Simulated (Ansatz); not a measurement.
The cluster As₃⁺, relaxed as a singlet with RKS r2SCAN-D4/def2-TZVP in Ansatz, starting from the GFN2-xTB geometry. Force threshold 0.02 eV/Å.

The structure comes from a short search, and lower isomers may exist.

Start:

```xyz
3

As   -0.2136    0.7592   -1.0691
As    0.7030   -1.1220   -0.1109
As   -0.4894    0.3628    1.1799
```

Task: Estimate the energy that the relaxation releases and the steps that it takes.

Result: 0.02 eV, in 3 steps; 4.4 s on 4 threads of AMD EPYC 7R43 on a shared host. No frequencies were taken in this run, so the end may be a saddle point.

Task: Does the start keep its bonding and symmetry?

Result: By distances, no bond broke or formed. The bond that changes most is As1–As3, from 2.30 to 2.33 Å (atoms count from 1). Point group D3h at the start, D3h at the end, both within 0.05 Å.

Task: Predict the relaxed structure.

Result: 
```
atom   x (Å)   y (Å)   z (Å)
 As1  -0.216   0.769  -1.083
 As2   0.712  -1.137  -0.113
 As3  -0.496   0.368   1.196
```
Bond lengths: 3 × As–As 2.33 Å.
